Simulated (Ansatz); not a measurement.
Reaction (isomerisation): `BN=C1CC1` → `NBC1C=C1`

Gas-phase electronic energies from Ansatz, PBE0-D4/def2-TZVP geometries. CCSD(T)/CBS is the MP2 limit (def2-TZVPP, def2-QZVPP) plus CCSD(T) − MP2 in def2-TZVPP, frozen cores. Functionals use def2-TZVPP. One conformer a species, not always the lowest.

```
        level  ΔE (kcal/mol)
      PBE0-D4            0.7
HF/def2-QZVPP           -2.3
```

(1) What does CCSD(T)/CBS give? (An estimate is asked.)

Largest T1 diagnostic among the species: 0.015.

Results:

(1) Ansatz gave: -4.7 kcal/mol. The listed levels differ from it by 5.4, 2.4 kcal/mol.

Leaving LDA and LC-ωPBE aside and taking each functional with its dispersion term where it has one, the values, not all of them listed here, spread over 5.9 kcal/mol, from ωB97M-V to BLYP-D4. From r2SCAN to r2SCAN0 (25 % exact exchange), in def2-TZVPP and without D4, ΔE moves by −2.0 kcal/mol.
